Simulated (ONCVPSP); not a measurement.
## Potentials for Zn (Z = 30) compared

Generated with ld1.x 7.5 (TM, RRKJ, ultrasoft, PAW), atompaw 4.2 or ONCVPSP 4.0.1. The cutoff is in Ry: for ld1.x and atompaw files where the sum of valence levels is converged to 10 mRy in a Bessel basis, for ONCV files where the hardest occupied wave has 1 mHa per electron of residual kinetic energy. The error is the largest all-electron minus pseudo excitation energy over each file’s own four to seven test configurations (ionisations up to +4, promotions, holes and added fractions of an electron), all of which were solved. The labels leave out finer settings (local radius, basis sizes, second energies), which also bear on the numbers. Spin-polarised tests are not counted. The rows are a selection from randomly drawn settings: files with unsolved tests, undetermined cutoffs or missed reference levels are left out.

A true bound ghost makes a file unfit for plane-wave use even where its test errors are small: the radial tests pick states by their node count and pass the ghost by.

```tsv
potential	cutoff (Ry)	largest error (meV)	bound ghosts
ONCV, PBE, scalar-relativistic, rc 1.30/1.05/1.40 (spd), local smoothed, core correction no, reference 3s2 3p6 3d10 4s2, qcut 7.8/16.2/9.7, projectors 2/2/2	101	+23	none
ONCV, PBE, scalar-relativistic, rc 1.15/0.80/1.05 (spd), local smoothed, core correction yes, reference 3s2 3p6 3d10 4s2, qcut 10.7/17.4/17, projectors 2/2/2	201	-7.2	none
ONCV, PBE, scalar-relativistic, rc 0.90/1.15/0.90 (spd), local d, core correction no, reference 3s2 3p6 3d10 4s2, qcut 10.6/12.2/18.9, projectors 2/2/0	270	-14	none
ONCV, LDA (Perdew-Wang 92), scalar-relativistic, rc 1.30/1.00/0.80 (spd), local d, core correction no, reference 3s2 3p6 3d10 4s2, qcut 12/10.9/16, projectors 2/2/0	237	-17	none
ONCV, PBEsol, scalar-relativistic, rc 1.80/1.60/0.75/1.40 (spdf), local smoothed, core correction yes, reference 3d10 4s0.5, qcut 3.6/5.2/14/8.4, projectors 2/2/3/2	563	-310	s, p
```

Question: Fill in the row for Zn: ONCV, LDA (Perdew-Wang 92), scalar-relativistic, rc 1.00/1.00/1.35/1.40 (spdf), local smoothed, core correction yes, reference 3s2 3p6 3d10 4s2, qcut 13.5/11/11.2/8.8, projectors 2/2/2/2.

Answer: cutoff 125 Ry, largest error -294 meV, bound ghosts: none.

Question: Fill in the row for Zn: ONCV, PBE, scalar-relativistic, rc 1.15/0.65/1.10/1.25 (spdf), local smoothed, core correction yes, reference 3s2 3p6 3d10, qcut 13.7/13.3/11.8/8.7, projectors 2/2/2/1.

Answer: cutoff 182 Ry, largest error +181 meV, bound ghosts: none.

Question: Fill in the row for Zn: ONCV, PBE, fully relativistic, rc 1.35/1.15/1.45 (spd), local smoothed, core correction yes, reference 3s2 3p6 3d10 4s1, qcut 9.3/12.4/9.5, projectors 3/3/2.

Answer: cutoff 103 Ry, largest error +70 meV, bound ghosts: none.
